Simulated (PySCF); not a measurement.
Si(Me)2(OMe)(SeH), SMILES C[Si](C)(OC)[SeH] (C₃H₁₀OSeSi), GFN2-xTB optimised geometry.

```
16

C     -1.75     0.67    -0.26
O     -0.63     1.31     0.28
Si     0.94     1.01     0.00
C      1.55     1.64    -1.70
C      1.84     1.79     1.47
Se     1.17    -1.31     0.00
H     -1.95     1.04    -1.27
H     -2.60     0.89     0.38
H     -1.59    -0.41    -0.30
H      1.35     2.70    -1.81
H      2.62     1.49    -1.81
H      1.06     1.12    -2.51
H      1.59     2.84     1.55
H      2.92     1.71     1.34
H      1.57     1.31     2.40
H      2.60    -1.31     0.00
```

Density from PySCF with B3LYP/def2-TZVP at that geometry.

Minimum of the electron density along straight lines between bonded atoms, close to the bond critical point (lines longer than 1.1 times the sum of covalent radii, or with two minima, are not listed):

| bond | length / Å | ρ at the minimum / e bohr⁻³ | ∇²ρ there / e bohr⁻⁵ | position (fraction from the first atom) |
|---|---|---|---|---|
| C1–O2 | 1.398 | 0.261 | -0.50 | 0.35 |
| O2–Si3 | 1.621 | 0.145 | 0.92 | 0.59 |
| Si3–C4 | 1.908 | 0.119 | 0.10 | 0.39 |
| Si3–C5 | 1.894 | 0.122 | 0.12 | 0.39 |
| Si3–Se6 | 2.334 | 0.086 | -0.05 | 0.35 |
| C1–H7 | 1.092 | 0.286 | -1.01 | 0.64 |
| C1–H8 | 1.090 | 0.288 | -1.03 | 0.65 |
| C1–H9 | 1.095 | 0.285 | -1.00 | 0.64 |
| C4–H10 | 1.086 | 0.276 | -0.93 | 0.64 |
| C4–H11 | 1.086 | 0.276 | -0.93 | 0.64 |
| C4–H12 | 1.087 | 0.276 | -0.93 | 0.64 |
| C5–H13 | 1.084 | 0.277 | -0.93 | 0.64 |
| C5–H14 | 1.084 | 0.277 | -0.93 | 0.64 |
| C5–H15 | 1.085 | 0.278 | -0.94 | 0.64 |
| Se6–H16 | 1.428 | 0.186 | -0.30 | 0.62 |
